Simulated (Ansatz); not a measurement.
C2H5ClO2Si (SMILES C=C[Si](O)(O)Cl), singlet, geometry from GFN2-xTB; CAM-B3LYP/6-311+G(2d,p) run with Ansatz (a first-principles code).

Here is a job for Ansatz.
Ansatz 0.2 input:
```yaml
crystal:
  periodic: [false, false, false]
  atoms:
    - {symbol: C, position_ang: [-2.52631354, -0.13238819, -0.89281584]}
    - {symbol: C, position_ang: [-1.67284279, 0.30156090, 0.02141954]}
    - {symbol: Si, position_ang: [0.19705890, 0.22435627, -0.13173013]}
    - {symbol: O, position_ang: [0.73216162, 1.74077657, 0.01384097]}
    - {symbol: O, position_ang: [0.74912208, -0.34489367, -1.55282188]}
    - {symbol: Cl, position_ang: [0.95102894, -0.94947205, 1.35499603]}
    - {symbol: H, position_ang: [-2.19407889, -0.56786199, -1.82146137]}
    - {symbol: H, position_ang: [-3.59496996, -0.06517154, -0.76137941]}
    - {symbol: H, position_ang: [-2.06999936, 0.73317236, 0.93049689]}
    - {symbol: H, position_ang: [1.63112977, 1.97877288, -0.20322545]}
    - {symbol: H, position_ang: [0.64626999, -1.26097397, -1.79491608]}
basis:
  gaussian:
    orbitals: 6-311+G_2d_p_.json
hamiltonian:
  xc: cam_b3lyp
```
The basis file holds 6-311+G(2d,p) in the JSON format of the Basis Set Exchange.

What the program printed (banner, timings and long lists left out):

```
Functional definition: CAM-B3LYP
1585 factors; their error is unknown
543 factors; integrals over basis functions are off by at most 2.7e-5 eV
mean field evaluation 1: about -26643.0013 eV, gradient 8.2e1 eV
mean field evaluation 2: about -26638.5295 eV, gradient 9.7e1 eV
mean field evaluation 4: about -26654.4913 eV, gradient 2.8e0 eV
mean field evaluation 8: about -26654.5062 eV, gradient 6.7e-2 eV
mean field evaluation 16: about -26654.4955 eV, gradient 8.1e-5 eV
mean field -26654.49549016 eV, -979.5346421974 hartree, gradient 8.1e-5 eV, S^2 0.000000; 0 other end points of the search recorded, 0 dependent functions left out
reference -26654.49566596 eV, -979.5346486581 hartree; 32, 32 occupied and 176, 176 virtual orbitals, 1585 factors
Total energy: -26654.49566596 eV, -979.5346486581 hartree
```
